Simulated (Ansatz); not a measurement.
This geometry of C$_{2}$H$_{8}$N$_{2}$OSSi (15 atoms, charge 0, multiplicity 1) is a first-order saddle point.

All numbers below come from Ansatz, RHF/def2-SVP.

```xyz
15
Properties=species:S:1:pos:R:3
N 1.435 -1.625 0.712
C 0.802 -0.464 0.236
O 1.646 0.620 0.144
N -0.275 -0.051 1.063
C -1.092 1.012 0.500
Si -1.292 0.697 -1.388
S 0.159 -0.882 -1.525
H 1.930 -1.570 1.576
H 1.429 -2.475 0.198
H 2.325 0.429 -0.486
H -0.817 -0.854 1.315
H -2.051 1.041 1.018
H -0.612 1.976 0.664
H -2.635 0.215 -1.783
H -0.973 1.881 -2.214
```

Problem. Which two structures does it join? (They come from a converged band through this point; their orientation in space is the band's.)

Solution. No bond is made or broken. The height of N1 over the plane of its neighbours goes from 0.34 to -0.36 Å.

Initial state:

```xyz
15
Properties=species:S:1:pos:R:3
N 1.577 -1.599 0.594
C 0.858 -0.442 0.189
O 1.678 0.653 0.177
N -0.248 -0.114 1.022
C -1.089 0.954 0.498
Si -1.279 0.705 -1.399
S 0.247 -0.793 -1.596
H 1.864 -1.502 1.553
H 1.059 -2.447 0.469
H 2.388 0.493 -0.427
H -0.783 -0.940 1.207
H -2.046 0.946 1.021
H -0.623 1.918 0.702
H -2.602 0.178 -1.805
H -1.024 1.938 -2.175
```

Final state:

```xyz
15
Properties=species:S:1:pos:R:3
N 1.318 -1.722 0.765
C 0.753 -0.530 0.236
O 1.634 0.530 0.106
N -0.292 -0.089 1.078
C -1.087 0.995 0.523
Si -1.297 0.698 -1.367
S 0.089 -0.941 -1.509
H 1.805 -1.504 1.617
H 1.953 -2.161 0.126
H 2.162 0.417 -0.670
H -0.850 -0.878 1.342
H -2.043 1.041 1.045
H -0.586 1.948 0.691
H -2.655 0.270 -1.772
H -0.928 1.876 -2.181
```

Problem. How far does it lie above each of them?

Solution. 3.6 kcal/mol above the first and 3.5 kcal/mol above the second. This is the barrier of this one path; another mechanism may lie lower.

The run took 53 s on 2 threads of AMD EPYC 9R45 96-Core Processor (Zen 5), with other jobs on the host, peak memory 0.46 GiB.
